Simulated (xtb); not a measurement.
C2H4F2OSi, SMILES FC1(F)OC[SiH2]1. All values are semi-empirical tight-binding results from xtb (GFN2-xTB unless named), good for trends rather than for accurate numbers. Coordinates come from a GFN2-xTB optimisation. The structure was generated by enumeration, and PubChem lists no compound with its InChIKey, so it may never have been made.

The point group as xtb finds it is Cs, the orbital gap is 4.26 eV and the dipole moment comes out as 5.59 D. The zero-point energy is 35.6 kcal/mol. The G − E(el) at 298.15 K (modified RRHO) comes out as 16.4 kcal/mol and the static polarisability (D4 model) comes out as 56.8 bohr³. The solvation energy, GFN2-xTB/ALPB(water) comes out as -6.7 kcal/mol and the solvation energy, GFN2-xTB/ALPB(dmso) comes out as -7.0 kcal/mol.
